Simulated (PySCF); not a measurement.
Compound: C₄H₅F₂N₂Si (doublet state).
Structure used (GFN2-xTB), in Å, numbered top down from 1:
```xyz
14
C4H5F2N2Si angstrom
N     -3.591    1.021   -0.713
C     -2.486    0.745   -0.782
C     -1.078    0.336   -0.794
F     -0.281    1.447   -0.796
F     -0.799   -0.294   -1.975
C     -0.770   -0.560    0.383
Si     1.077   -1.087    0.411
C      1.892    0.466    1.004
N      2.632    1.412    0.894
H     -1.039   -0.026    1.294
H     -1.413   -1.436    0.308
H      1.361   -1.705   -0.892
H      1.263   -2.042    1.501
H      3.231    1.722    0.135
```

The hyperfine couplings belong to this conformer and change with its torsions.

As a line formula: `[SiH2](CC(C#N)(F)F)/[C]=N\[H]` [radical].

Theory: UKS B3LYP, pcH-1 on C F H N Si, non-relativistic, mean-field spin-orbit, GIAO in PySCF. The structure is a single GFN2-xTB conformer in the gas phase; no vibrational or solvent corrections. Couplings are sensitive to structure, and on GFN2-xTB geometries they can be far from those on DFT ones. Stability of the SCF solution: not tested.

Mulliken spin populations: N1 0.000, C2 0.000, C3 +0.001, F4 0.000, F5 0.000, C6 -0.006, Si7 +0.104, C8 +0.580, N9 +0.177, H10 +0.003, H11 -0.001, H12 +0.063, H13 -0.005, H14 +0.086.

Q: Give the computed dipolar 1H tensors of H10, H11, H12, H13.

A: 
```tsv
atom	position	distance from C8 (Å)	T1 (MHz)	T2	T3
H10	3 bonds from C8	2.99	-2.73	-1.89	4.62
H11	3 bonds from C8	3.88	-1.44	-0.70	2.14
H12	2 bonds from C8, on Si7 of spin population +0.10	2.93	-3.83	-0.75	4.57
H13	2 bonds from C8, on Si7 of spin population +0.10	2.63	-4.16	-2.04	6.20
```

Q: Estimate them with point dipoles: put each population ρk at its nucleus, leave out the nucleus itself and the atom bound to it, and sum T = Σ [ρk/(2S)]·C·(3 n nᵀ − 1)/r³ with C = μ0 gₑ μB g_N μN/(4π h) = 79.06 MHz Å³.

A: 
| atom | T1 (MHz) | T2 | T3 | T3, computed | difference in T3 (%) |
| --- | --- | --- | --- | --- | --- |
| H10 | -2.56 | -1.96 | 4.51 | 4.62 | -2 |
| H11 | -1.62 | -1.22 | 2.84 | 2.14 | +33 |
| H12 | -2.16 | -2.11 | 4.27 | 4.57 | -7 |
| H13 | -3.20 | -2.26 | 5.46 | 6.20 | -12 |

In T3 the estimate is closest for H10 (-2 %, 2.99 Å from C8) and worst for H11 (+33 %, 3.88 Å).
